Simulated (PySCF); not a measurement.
HO4S, SMILES [O]S(=O)(=O)O, multiplicity 2. Atoms are numbered in the order given.

```xyz
6

O      0.3813     0.8778    -1.1527
S     -0.1103     0.0443     0.0000
O      0.3813     0.8778     1.1527
O     -1.4933    -0.3750     0.0000
O      0.7398    -1.3300     0.0000
H      1.6927    -1.1140     0.0000
```
Charge 0, spin multiplicity 2.

Geometry optimised at TPSSh-D3(BJ)/def2-SVP. The isomer is the one that the SMILES or the coordinates give; other isomers of the formula were not compared. Other conformers were not sampled.

The numbers are results of ωB97X/def2-TZVP (PySCF), not measurements.

ESP charges are fitted to the potential on shells at 1.4 to 2.0 van der Waals radii. Atomic charges (e):

```csv
atom,meta-Löwdin,Mulliken,Löwdin,ESP fit,Mulliken spin
O1,-0.58,-0.27,-0.13,?,0.52
S2,2.16,0.92,0.45,?,-0.13
O3,-0.58,-0.27,-0.13,?,0.52
O4,-0.72,-0.36,-0.22,?,0.08
O5,-0.65,-0.38,-0.16,?,0.00
H6,0.38,0.36,0.19,?,0.00
```

Question: Some entries are withheld; supply them. (The exact figures need the calculation; the answer reports its results.)

Answer: 
- O1, ESP fit: -0.29
- S2, ESP fit: 0.97
- O3, ESP fit: -0.29
- O4, ESP fit: -0.35
- O5, ESP fit: -0.46
- H6, ESP fit: 0.42

Computed Mayer and Wiberg (Löwdin basis) orders of the bonds:
| bond | Mayer | Wiberg |
|---|---|---|
| O1–S2 | 1.52 | 2.02 |
| S2–O3 | 1.52 | 2.02 |
| S2–O4 | 1.98 | 2.43 |
| S2–O5 | 1.12 | 1.48 |
| O5–H6 | 0.85 | 1.02 |
